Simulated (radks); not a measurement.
Valence configurations of the platinum ion Pt3+ (all share [Xe]). Method: scalar-relativistic Kohn-Sham, LDA (Slater exchange, Perdew-Wang correlation), spin-polarised, spherical densities, finite nucleus; open shells are filled with parallel spins first (spin-orbit coupling, left out, can overturn this in heavy ions); Fermi nuclear charge, rms radius 5.427 fm; computed with a radial shooting solver on a logarithmic mesh with Libxc functionals. Energies are relative to 4f14 5d7; eigenvalues in eV for spin up.

valence           E (eV)  moment (Bohr magnetons)    e(4f)    e(5d)    e(6p)    e(6s)
4f14 5d7           0.000                        3  -106.20  -39.916        -        -
4f14 5d6 6s1       4.695                        5  -110.30  -43.128        -  -35.262
4f14 5d5 6s2      12.345                        5  -114.58  -46.196        -  -36.559
4f14 5d6 6p1      14.711                        5  -111.84  -44.427  -26.139        -
4f13.5 5d7.5      35.071                        3  -112.27  -40.697        -        -
4f13.5 5d7 6s0.5  37.857                        4  -114.34  -42.340        -  -34.511
4f13 5d8          72.416                        3  -118.42  -41.470        -        -
4f13 5d6 6s2      88.071                        5  -127.11  -48.003        -  -36.981
4f13 5d7 6p1      89.093                        5  -124.22  -46.134  -26.415        -
4f13 5d6 6p2      107.15                        7  -130.06  -50.730  -28.436        -

NIST lists [Xe] 4f14 5d7 as the ground configuration; this level of theory agrees among the configurations tried. The energies are those of spherical high-spin densities, not of single terms.
